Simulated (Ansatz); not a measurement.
Geometry optimisation, Ansatz, UKS B3LYP-D4/cc-pVDZ.

Input:

```yaml
crystal:
  periodic: [false, false, false]
  atoms:
    - { symbol: Si, position_ang: [0.115521, 0.07072, -0.225282] }
    - { symbol: H, position_ang: [-0.123617, -0.189067, 2.417208] }
    - { symbol: "N", position_ang: [1.623059, -0.120321, -1.126237] }
    - { symbol: H, position_ang: [2.395435, -0.577771, -0.643652] }
    - { symbol: H, position_ang: [1.963222, 0.741206, -1.554076] }
    - { symbol: "N", position_ang: [-0.635075, 1.541557, -0.854055] }
    - { symbol: H, position_ang: [-1.620856, 1.427351, -1.092689] }
    - { symbol: H, position_ang: [-0.525645, 2.391143, -0.302784] }
    - { symbol: "N", position_ang: [-0.926604, -1.273199, -0.697138] }
    - { symbol: H, position_ang: [-1.538382, -1.672389, 0.011413] }
    - { symbol: H, position_ang: [-0.439791, -2.028493, -1.179097] }
    - { symbol: H, position_ang: [-0.281467, -0.310737, 3.112289] }
magnetization:
  spin_polarized: true
  initial_magnetization: 1
basis:
  gaussian: { orbitals: cc-pVDZ }
hamiltonian:
  xc: b3lyp
  dispersion: d4
relax:
  f_tol: 0.03
  max_steps: 50
```

Run as:

```bash
$ ansatz run input.yaml --threads 4 --pin off --max-ram 5120MiB --backend cpu --events-out ev --progress --plain --runs-dir out
```

Task: Where does it end, and by what steps?

Result: It converged. The force dipped under the threshold on the way, but the program's further checks kept it going. After 11 steps the energy has fallen by 0.077 eV; H12 moved furthest, 0.61 Å.

```csv
step,energy less start (eV),largest force component (eV/Å),accepted
0,0.0000,1.822,yes
1,-0.0646,0.094,yes
2,-0.0723,0.087,yes
3,-0.0738,0.014,yes
4,-0.0742,0.014,yes
5,-0.0747,0.048,yes
6,-0.0751,0.079,yes
7,-0.0758,0.125,yes
8,-0.0762,0.115,yes
9,-0.0767,0.090,yes
10,-0.0772,0.028,yes
11,-0.0774,0.021,yes
```

```xyz
12
Properties=species:S:1:pos:R:3
Si 0.006 0.011 -0.312
H 0.054 -0.116 2.836
N 1.606 -0.145 -1.044
H 2.328 -0.600 -0.486
H 1.979 0.730 -1.416
N -0.671 1.524 -0.922
H -1.624 1.436 -1.278
H -0.622 2.333 -0.305
N -0.981 -1.285 -0.996
H -1.685 -1.700 -0.386
H -0.437 -2.033 -1.427
H 0.052 -0.154 3.601
```

Whether the end is a true minimum wasn't checked by a vibrational analysis.

The run took 24 s on 4 threads of Arm Neoverse V1, with other jobs on the host, peak memory 0.28 GiB.
